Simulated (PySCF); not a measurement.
# Energy of Ba (barium, neutral) between two integer charges

The 6s beta orbital of [Xe] 6s2 is emptied in steps (occupation f), with all orbitals relaxed, ending at [Xe] 6s1. All numbers are calculated (PySCF 2.14, the spin-free X2C one-electron Hamiltonian (Gaussian nucleus), in x2c-TZVPall). The exact energy is a straight line in f; departures are measured from the line between the end points of the same method.

| f | UHF (eV) | LDA (eV) | PBE (eV) | PBE0 (eV) | r2SCAN (eV) | LC-wPBE (eV) | BHandHLYP (eV) | HSE06 (eV) | CAM-B3LYP (eV) |
| --- | --- | --- | --- | --- | --- | --- | --- | --- | --- |
| 1 | 0.000 | 0.000 | 0.000 | 0.000 | 0.000 | 0.000 | 0.000 | 0.000 | 0.000 |
| 0.75 | 0.028 | -0.385 | -0.377 | -0.270 | -0.304 | 0.028 | -0.201 | -0.329 | -0.150 |
| 0.5 | 0.035 | -0.516 | -0.507 | -0.362 | -0.392 | 0.035 | -0.274 | -0.441 | -0.207 |
| 0.25 | 0.024 | -0.388 | -0.382 | -0.271 | -0.281 | 0.025 | -0.210 | -0.335 | -0.161 |
| 0 | 0.000 | 0.000 | 0.000 | 0.000 | 0.000 | 0.000 | 0.000 | 0.000 | 0.000 |

| method | E(f=0) − E(f=1) (eV) | −ε at f=1 (eV) | −ε at f=0.5 (eV) |
| --- | --- | --- | --- |
| UHF | 4.272 | 4.439 | 4.261 |
| LDA | 5.385 | 3.343 | 5.378 |
| PBE | 5.213 | 3.224 | 5.196 |
| PBE0 | 5.125 | 3.694 | 5.120 |
| r2SCAN | 4.921 | 3.263 | 4.979 |
| LC-wPBE | 4.918 | 5.079 | 4.906 |
| BHandHLYP | 5.054 | 4.002 | 5.029 |
| HSE06 | 5.138 | 3.386 | 5.116 |
| CAM-B3LYP | 5.166 | 4.386 | 5.138 |

Orbital energy along the path (eV):

```json
{"f": "1", "UHF": "-4.439", "LDA": "-3.343", "PBE": "-3.224", "PBE0": "-3.694", "r2SCAN": "-3.263", "LC-wPBE": "-5.079", "BHandHLYP": "-4.002", "HSE06": "-3.386", "CAM-B3LYP": "-4.386"}
{"f": "0.75", "UHF": "-4.338", "LDA": "-4.349", "PBE": "-4.194", "PBE0": "-4.400", "r2SCAN": "-4.145", "LC-wPBE": "-4.987", "BHandHLYP": "-4.502", "HSE06": "-4.259", "CAM-B3LYP": "-4.749"}
{"f": "0.5", "UHF": "-4.261", "LDA": "-5.378", "PBE": "-5.196", "PBE0": "-5.120", "r2SCAN": "-4.979", "LC-wPBE": "-4.906", "BHandHLYP": "-5.029", "HSE06": "-5.116", "CAM-B3LYP": "-5.138"}
{"f": "0.25", "UHF": "-4.201", "LDA": "-6.416", "PBE": "-6.238", "PBE0": "-5.860", "r2SCAN": "-5.732", "LC-wPBE": "-4.850", "BHandHLYP": "-5.594", "HSE06": "-6.037", "CAM-B3LYP": "-5.566"}
{"f": "0", "UHF": "-4.154", "LDA": "-7.456", "PBE": "-7.047", "PBE0": "-6.378", "r2SCAN": "-6.167", "LC-wPBE": "-4.765", "BHandHLYP": "-6.167", "HSE06": "-6.694", "CAM-B3LYP": "-6.081"}
```

Reference removal energy between the ground levels: 5.212 eV (measured; NIST Atomic Spectra Database, ionization energies). UHF lacks correlation.
